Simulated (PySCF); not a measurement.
## Radial density of Ar³⁺ (argon, charge +3)

PBE0, [Ne] 3s2 3p3, high-spin 4S determinant. Calculation: PySCF 2.14, in def2-TZVP (5s5p2d1f, 37 functions); no relativity, point nucleus.

```tsv
r (bohr)	4πr²ρ (e/bohr)	4πr²(ρα − ρβ)
0.00161	0.1181	0.0000
0.00271	0.3225	0.0000
0.00456	0.8509	0.0001
0.00766	2.156	0.0003
0.0129	5.052	0.0008
0.0217	10.45	0.0031
0.0365	17.46	0.0139
0.0613	20.85	0.0641
0.103	16.45	0.2426
0.174	15.43	0.5714
0.292	21.06	0.5128
0.491	11.68	-0.0158
0.826	4.092	1.4832
1.39	3.973	2.3347
2.34	0.6214	0.4378
3.93	0.006430	0.0044
```

Task: Where is the radial spin density 4πr²(ρα − ρβ) most negative, and why is it negative at all?

Result: Around r = 0.491 bohr, down to -0.0158 e/bohr: exchange with the open shell polarises the paired shells in an unrestricted calculation.
